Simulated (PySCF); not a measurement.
Relaxation of singlet MoSBr₄

Computed with PBE/[Mo def2-SVP with ECP28, S def2-SVP, Br def2-SVP], scalar-relativistic core potentials, density fitting, no spin–orbit coupling, PySCF. A (50,194) grid was used.

A hand-made square pyramidal (ligand arrangement 2) start, of C4v symmetry, held to at least that symmetry:

Coordinates in bohr (charge 0 multiplicity 1):
```
Mo    0.0000    0.0000    0.4099
S     0.0000    0.0000    4.4728
Br    4.6580    0.0000   -0.5801
Br    0.0000    4.6580   -0.5801
Br   -4.6580    0.0000   -0.5801
Br    0.0000   -4.6580   -0.5801
```

Question: What forces act on the atoms at the start (eV/Å)?

Answer: 
```tsv
atom	Fx	Fy	Fz
Mo1	0.00	0.00	1.45
S2	0.00	0.00	-1.52
Br3	-0.65	0.00	0.02
Br4	0.00	-0.65	0.02
Br5	0.65	0.00	0.02
Br6	0.00	0.65	0.02
```

Question: What does it relax to?

Answer: It ends at C4v with Mo–Br 2.471 Å (×4), Mo–S 2.094 Å; Br–Mo–Br 86.7° (×4), Br–Mo–Br 152.4° (×2), Br–Mo–S 103.8° (×4) (after a last refinement on a finer grid). A frequency run shows a minimum. Other isomers or separated fragments may lie lower.

Question: How much energy is released, and in how many steps?

Answer: 12.8 kJ/mol in 6 steps.

Stability towards spin polarisation was not tested.

The relaxation took about 8 core-minutes on a shared host.
